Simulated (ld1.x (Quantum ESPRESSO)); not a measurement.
**lutetium: TM pseudisation with LDA (PZ), scalar-relativistic reference atom.**

* Element: lutetium
* Generator: ld1.x (Quantum ESPRESSO) 7.5
* Type: norm-conserving Troullier–Martins (Kleinman–Bylander form)
* Functional: LDA (PZ)
* Relativity: scalar-relativistic
* Frozen core: [Kr] 4d10
* Valence charge: 25
* Reference configuration: 4f14 5s2 5p6 5d1 6s1 6p1
* Partial waves: 5s (bound): rc 1.15 bohr; 5p (bound): rc 1.90 bohr; 5d (bound): rc 3.35 bohr; 4f (bound): rc 0.70 bohr
* Local potential: all-electron potential smoothed inside 2.65 bohr (lloc = -1)
* Core correction: none

Occupied shells without a wave of their own: 6p, 6s. They enter only through the test configuration that unscreens the potential.

All-electron outer shells of the reference configuration (LDA (PZ), scalar-relativistic, ld1.x):

| shell | level (eV) | outermost node (bohr) | outermost maximum (bohr) |
| --- | --- | --- | --- |
| 4p | -358.94 | 0.25 | 0.47 |
| 4d | -193.18 | 0.23 | 0.48 |
| 5s | -62.68 | 0.57 | 1.04 |
| 5p | -33.25 | 0.61 | 1.19 |
| 4f | -11.28 | – | 0.47 |
| 6s | -5.70 | 1.41 | 2.97 |
| 5d | -3.05 | 0.68 | 1.82 |
| 6p | -2.06 | 1.72 | 4.16 |

Results:

| Item | Value |
| --- | --- |
| Configuration tests | 7 of 9 tests not solved or not reliable; not counted: 4f13 5s2 5p6 5d1 6s2 6p0 (solver errors, printed error +324 meV); 4f14 5s2 5p6 5d0 6s0 6p0 (solver errors, printed error -198 meV); 4f13 5s2 5p6 5d2 6s1 6p0 (solver errors, printed error -532 meV) |

A Bessel basis up to 400 Ry misses an occupied level by 0.23 Ry, so cutoffs and ghosts were not judged.

Generation and tests took about 6.9 s on one core of a shared server CPU.
